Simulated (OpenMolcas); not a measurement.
A calculation on Ar3+.

```json
{"Program": "OpenMolcas 26.06", "Method": "RASSCF", "Basis": "ANO-RCC-VQZP [6s5p3d2f1g]", "Scalar Hamiltonian": "DKH2, point nucleus", "Active space": "3 electrons in 9 orbitals (RAS2 3p; RAS3 3d 4s, at most 1 electron)", "State averaging": "2S+1 = 4 odd, 1 root; 2S+1 = 2 odd, 8 roots; 2S+1 = 4 even, 18 roots; 2S+1 = 2 even, 54 roots", "Spin-orbit coupling": "state interaction with AMFI integrals over the reference wave functions, term energies averaged over their components"}
```

**Question.** Which level of the active space comes out lowest?

**Answer.** 3s2 3p3 4S* 3/2, with 100 % of that term; it is also the measured ground level.

**Question.** How high does 3s2 3p2 3d 4F 7/2 lie?

**Answer.** 187402 cm-1 above the lowest level; measured 181533 cm-1 above the ground level, so the calculation is off by +3 %.

**Question.** How high does 3s2 3p2 3d 4F 9/2 lie?

**Answer.** 188018 cm-1 above the lowest level; measured 182196 cm-1 above the ground level, so the calculation is off by +3 %.

**Question.** How high does 3s2 3p3 2D* 5/2 lie?

**Answer.** 26150 cm-1 above the lowest level; measured 21220 cm-1 above the ground level, so the calculation is off by +23 %.

Measured values: Saloman, J. Phys. Chem. Ref. Data 39, 033101 (2010).

ANO sets are built for valence states and can reach diffuse excited orbitals poorly, and with the s shell closed the s pⁿ⁺¹ terms that mix with these levels are absent. With the s shell closed, the reference lacks s² → p² mixing. Computed and measured levels are paired by configuration, term and J; levels that our copy of the source lacks, or whose pairing is in doubt (as where it misses far off the trend of its configuration), stay unpaired and out of the deviations. Levels of configurations outside the active space are missing.

* marks odd parity.
